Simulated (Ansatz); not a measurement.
`BOB[SiH2][AlH2]` + SiH₄ → `BOB[SiH3]` + `[AlH2][SiH3]`  (formal exchange of groups at a B–Si bond)

Isolated molecules relaxed with PBE0-D4/def2-TZVP in Ansatz; ΔE leaves out vibrations. CBS: MP2 limit from def2 TZ/QZ plus the TZ coupled-cluster correction, frozen cores. This one scheme is used for every species. DFT in def2-TZVPP. Each species was taken in one conformer, which may not be the lowest.

```json
{"level": "LDA (SPW92)", "ΔE (kcal/mol)": "9.0", "difference from CCSD(T)/CBS": "5.3"}
{"level": "BHLYP-D4", "ΔE (kcal/mol)": "3.9", "difference from CCSD(T)/CBS": "0.2"}
{"level": "CAM-B3LYP-D4", "ΔE (kcal/mol)": "4.8", "difference from CCSD(T)/CBS": "1.1"}
{"level": "ωB97M-V", "ΔE (kcal/mol)": "4.1", "difference from CCSD(T)/CBS": "0.4"}
{"level": "B2PLYP", "ΔE (kcal/mol)": "4.5", "difference from CCSD(T)/CBS": "0.8"}
{"level": "PBE-QIDH", "ΔE (kcal/mol)": "3.9", "difference from CCSD(T)/CBS": "0.2"}
{"level": "r2SCAN", "ΔE (kcal/mol)": "6.5", "difference from CCSD(T)/CBS": "2.8"}
{"level": "PBE0", "ΔE (kcal/mol)": "5.3", "difference from CCSD(T)/CBS": "1.6"}
{"level": "CAM-B3LYP", "ΔE (kcal/mol)": "4.4", "difference from CCSD(T)/CBS": "0.7"}
{"level": "CCSD/def2-TZVPP", "ΔE (kcal/mol)": "2.6", "difference from CCSD(T)/CBS": "-1.1"}
{"level": "CCSD(T)/CBS", "ΔE (kcal/mol)": "3.7", "difference from CCSD(T)/CBS": "0"}
```

Largest T1 diagnostic among the species: 0.017.

Leaving LDA and LC-ωPBE aside and taking each functional with its dispersion term where it has one, the values, not all of them listed here, spread over 4.3 kcal/mol, from ωB97X-V to PBE-D4. LDA lies +1.6 kcal/mol from PBE without D4. From r2SCAN to r2SCAN0 (25 % exact exchange), in def2-TZVPP and without D4, ΔE moves by −1.5 kcal/mol.
